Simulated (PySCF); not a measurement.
Static response to an electric field

[NbOCl4]- (charge -1 and singlet state).
Cartesian coordinates in Å at the PBE0-D3(BJ)/def2-SVP level; atoms count from 1:
```
atom  x, y, z in Å
Nb1    0.0000   -0.0001    0.1060
O2    -0.0019   -0.0076    1.7875
Cl3    2.3196    0.0017   -0.4685
Cl4   -0.0002    2.3205   -0.4634
Cl5   -2.3183    0.0009   -0.4751
Cl6    0.0007   -2.3154   -0.4864
```

Level: B3LYP/def2-SVPD (PySCF), static field, nuclei fixed, core orbitals frozen in the response. The polarisability tensor in these axes (au):

```
x   129.36   0.00   0.06
y     0.00 129.30   0.21
z     0.06   0.21  89.73
```

Question: What are the eigenvalues, a third of the trace, and Δα (Δα² = ½Σ(αi − αj)² over the three pairs)?

Answer: Principal values 89.73, 129.30 and 129.36 au; mean 116.13 au = 17.21 Å³ = 19.15 × 10⁻⁴⁰ C²·m²/J; Δα = 39.60 au (34 % of the mean).

Question: What depolarisation ratio follows for Rayleigh scattering of linearly polarised light, taking the static tensor?

Answer: ρ = 3Δα²/(45ᾱ² + 4Δα²) = 4705.0/(606880 + 6273.3) = 0.00767.

Question: Sum over states: ᾱ = Σ f/ω², ω in Eh. What share falls to these 10 lowest TDDFT singlets (eV, f)? 3.48, 0.0000; 3.81, 0.0000; 3.87, 0.0219; 3.88, 0.0222; 4.10, 0.0504; 4.10, 0.0502; 4.42, 0.0000; 4.99, 0.0045; 4.99, 0.0046; 5.01, 0.0026.

Answer: They add up to 6.96 au, 6.0 % of the 116.13 au; the largest single term is 2.22 au, from the state at 4.10 eV. Terms in order: 0.00, 0.00, 1.08, 1.09, 2.22, 2.22, 0.00, 0.13, 0.14, 0.08 au. Higher excitations give the rest. The strengths listed sum to 0.156.

Isolated species at its PBE0-D3(BJ)/def2-SVP geometry, gas phase. Atoms past krypton carry effective core potentials; spin–orbit coupling is left out.
